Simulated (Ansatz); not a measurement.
Species: sum formula H4BN2O, charge -1, multiplicity 1. It need not be the lowest isomer of its formula. Whether it binds its extra electron was not tested at this geometry. 
Coordinates optimised at B3LYP-D3(BJ)/def2-TZVP (Ansatz, a first-principles code):
```
B
N 1 1.3759
H 2 1.0182 1 114.00
O 1 1.4431 2 120.12 3 -179.59
H 4 0.9630 1 103.20 2 0.90
N 1 1.4947 2 130.02 3 -0.98
H 6 1.0092 1 114.36 2 26.43
H 6 1.0121 7 109.54 1 -129.85
```
Charge -1, spin multiplicity 1.

Basis-set convergence of Hartree-Fock and MP2 correlation energies (hartree) with Ansatz. Correlated levels leave the core frozen unless marked. Spin-orbit coupling is left out. No relativistic terms.

```csv
basis,functions,E(HF),"E(corr, MP2)"
aug-cc-pVDZ,128,-210.90160,-0.66904
aug-cc-pVTZ,276,-210.95242,-0.80670
aug-cc-pVQZ,504,-210.96569,-0.85528
```

Extrapolating the two largest sets (X = 3 and 4) as X^-3: E(corr) = (64·(-0.85528) - 27·(-0.80670))/37 = -0.8907 Eh, an estimate of the basis-set limit. The largest set recovers 96.0 % of it, the smallest 75.1 %.
